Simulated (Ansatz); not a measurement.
Reaction (redistribution): `O[SiH](F)[SiH2]F` + `SC1=N[SiH2]1` → `O[SiH](F)[SiH2]S` + `FC1=N[SiH2]1`

Computed with Ansatz on PBE0-D4/def2-TZVP structures; ΔE is electronic, products minus reactants. CCSD(T)/CBS is the MP2 limit (def2-TZVPP, def2-QZVPP) plus CCSD(T) − MP2 in def2-TZVPP, frozen cores. Functionals use def2-TZVPP. B3LYP here is the variant with VWN-RPA as its local correlation; programs differ in this. One conformer a species, not always the lowest.

CCSD(T)/CBS gives +1.08 eV.

Q: Another level gave +0.96 eV. Which?
A. r2SCAN-D4/def2-TZVPP
B. SCS-MP2/def2-TZVPP
C. ωB97X-V/def2-TZVPP
D. B3LYP-D4/def2-TZVPP

A: C. ωB97X-V 0.96, B3LYP-D4 1.05, SCS-MP2/def2-TZVPP 1.14, r2SCAN-D4 1.00 eV.

Largest T1 diagnostic among the species: 0.016.
